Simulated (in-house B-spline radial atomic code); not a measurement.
Ionisation energies along the 60-electron series, configuration 1s2 2s2 2p6 3s2 3p6 3d10 4s2 4p6 4d10 4f5/2(6) 4f7/2(6) 5s2, as differences of self-consistent energies. Dirac energy differences include first-order Breit, QED and recoil terms. NIST's values go from ground level to ground level; the uncertainty of those that are theory runs from under 0.1 % in few-electron ions to several per cent in heavy many-electron ones. Computed with an all-electron radial atomic-structure program (B-spline basis): Dirac-Hartree-Fock, jj configuration that fills j = l - 1/2 first, finite nuclei.

A number in brackets counts the electrons of a j subshell.

```csv
ion,configuration after,ionisation energy (eV),IE/(q+1)² (eV),-ε less Coulomb ΔSCF (eV),Breit and QED recoil part (eV),tabulated value (eV),tabulated kind,computed minus tabulated (eV)
Yb10+,[Kr] 4d10 4f5/2(6) 4f7/2(5) 5s2,183.3,1.5148,4.1971,0.13319,209,tabulated theory,-25.7
Lu11+,[Kr] 4d10 4f5/2(6) 4f7/2(5) 5s2,215.8,1.4985,4.1778,0.14353,238,tabulated theory,-22.2
Hf12+,[Kr] 4d10 4f5/2(6) 4f7/2(5) 5s2,250.3,1.481,4.1647,0.15256,270,tabulated theory,-19.7
Ta13+,[Kr] 4d10 4f5/2(6) 4f7/2(5) 5s2,?,?,?,?,?,tabulated theory,?
W14+,[Kr] 4d10 4f5/2(6) 4f7/2(5) 5s2,325.2,1.4454,4.1513,0.16673,325.3,semi-empirical,-0.1
Re15+,[Kr] 4d10 4f5/2(6) 4f7/2(5) 5s2,?,?,?,?,?,tabulated theory,?
Os16+,[Kr] 4d10 4f5/2(6) 4f7/2(6) 5s1,399.2,1.3812,0.45609,-0.5914,410,tabulated theory,-10.8
Ir17+,[Kr] 4d10 4f5/2(6) 4f7/2(6) 5s1,?,?,?,?,?,tabulated theory,?
Pt18+,[Kr] 4d10 4f5/2(6) 4f7/2(6) 5s1,471.9,1.3072,0.44495,-0.70653,479,tabulated theory,-7.1
Au19+,[Kr] 4d10 4f5/2(6) 4f7/2(6) 5s1,510.3,1.2758,0.44159,-0.76964,520,tabulated theory,-9.7
```

**Question.** Fill in the row of Ta13+.

**Answer.** ionisation energy (eV): 286.8; IE/(q+1)² (eV): 1.4632; -ε less Coulomb ΔSCF (eV): 4.1563; Breit and QED recoil part (eV): 0.16029; tabulated value (eV): 304; computed minus tabulated (eV): -17.2.

**Question.** Fill in the row of Re15+.

**Answer.** ionisation energy (eV): 365.5; IE/(q+1)² (eV): 1.4279; -ε less Coulomb ΔSCF (eV): 0.53615; Breit and QED recoil part (eV): 0.17189; tabulated value (eV): 377; computed minus tabulated (eV): -11.5.

**Question.** Fill in the row of Ir17+.

**Answer.** ionisation energy (eV): 434.8; IE/(q+1)² (eV): 1.3421; -ε less Coulomb ΔSCF (eV): 0.44968; Breit and QED recoil part (eV): -0.64717; tabulated value (eV): 445; computed minus tabulated (eV): -10.2.
